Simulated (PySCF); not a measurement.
HfI₃, neutral, multiplicity 2. Atoms are numbered in the order given.

```xyz
4

Hf     0.0000     0.0000     0.0000
I     -2.7066     0.0000     0.0000
I      1.3533     2.3440     0.0000
I      1.3533    -2.3440     0.0000
```
Charge 0, spin multiplicity 2.

Coordinates come from a B3LYP-D3(BJ)/def2-SVP optimisation. The spin state was assumed, not searched. The isomer is the one that the SMILES or the coordinates give; other isomers of the formula were not compared. The def2 effective core potentials stand for the cores of Hf, I; spin–orbit coupling is left out.

The numbers are results of PySCF 2.14.0 with B3LYP-D3(BJ)/def2-SVP, not measurements.

Frequencies are harmonic and unscaled.

Modes within 1.5 cm⁻¹ of each other (mostly degenerate sets) share a row, with their intensities summed.

Give all harmonic wavenumbers and intensities. (An estimate is asked for; the answer gives what the named calculation found.)


```tsv
mode	ν (cm⁻¹)	IR (km/mol)	moving atoms (share of kinetic energy)
1	36	1.0	Hf 68 %, I 32 %
2–3	39	0.0	I 86 %, Hf 14 %
4	156	0.0	I 100 %
5–6	215	68.1	Hf 54 %, I 46 %
```
